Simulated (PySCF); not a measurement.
In(Br)(OMe)(NH2) (CH5BrInNO), SMILES C[O][In]([NH2])[Br].

Geometry: B3LYP-D3(BJ)/def2-SVP. The def2 effective core potentials stand for the cores of In; spin–orbit coupling is left out. One conformer was computed; it need not be the lowest.

Level of theory: TDDFT-LC-ωPBE/def2-SVPD (PySCF).

Vertical excitations. Gas-phase values at a fixed geometry.

```json
[
 {"state": "S1", "energy (eV)": "5.19", "λ (nm)": "239", "f": "0.014", "main pairs": "HOMO→LUMO 74 %"},
 {"state": "S2", "energy (eV)": "5.46", "λ (nm)": "227", "f": "0.053", "main pairs": "HOMO−1→LUMO 65 %, HOMO−2→LUMO 14 %"},
 {"state": "S3", "energy (eV)": "5.73", "λ (nm)": "216", "f": "0.041", "main pairs": "HOMO−2→LUMO 54 %, HOMO−3→LUMO 19 %"},
 {"state": "S4", "energy (eV)": "5.97", "λ (nm)": "208", "f": "0.015", "main pairs": "HOMO−3→LUMO 52 %, HOMO−4→LUMO 11 %, HOMO−2→LUMO 11 %"},
 {"state": "S5", "energy (eV)": "6.08", "λ (nm)": "204", "f": "0.068", "main pairs": "HOMO−4→LUMO 69 %"},
 {"state": "S6", "energy (eV)": "6.49", "λ (nm)": "191", "f": "0.025", "main pairs": "HOMO→LUMO+1 67 %, HOMO−1→LUMO+1 21 %"},
 {"state": "S7", "energy (eV)": "6.82", "λ (nm)": "182", "f": "0.087", "main pairs": "HOMO−1→LUMO+1 66 %, HOMO→LUMO+1 16 %"},
 {"state": "S8", "energy (eV)": "7.01", "λ (nm)": "177", "f": "0.038", "main pairs": "HOMO−2→LUMO+1 76 %, HOMO−5→LUMO 12 %"},
 {"state": "S9", "energy (eV)": "7.24", "λ (nm)": "171", "f": "0.005", "main pairs": "HOMO−3→LUMO+1 88 %"},
 {"state": "S10", "energy (eV)": "7.38", "λ (nm)": "168", "f": "0.141", "main pairs": "HOMO−4→LUMO+1 52 %, HOMO−5→LUMO 24 %"},
 {"state": "T1", "energy (eV)": "4.50", "λ (nm)": "275", "f": "0", "main pairs": "HOMO→LUMO 63 %, HOMO−1→LUMO 14 %"},
 {"state": "T2", "energy (eV)": "4.87", "λ (nm)": "255", "f": "0", "main pairs": "HOMO−1→LUMO 57 %, HOMO→LUMO 16 %"},
 {"state": "T3", "energy (eV)": "5.16", "λ (nm)": "240", "f": "0", "main pairs": "HOMO−2→LUMO 68 %"},
 {"state": "T4", "energy (eV)": "5.46", "λ (nm)": "227", "f": "0", "main pairs": "HOMO−3→LUMO 75 %"}
]
```
Triplets are in the Tamm–Dancoff approximation, which puts them higher than full response would, so one can lie above its singlet here.
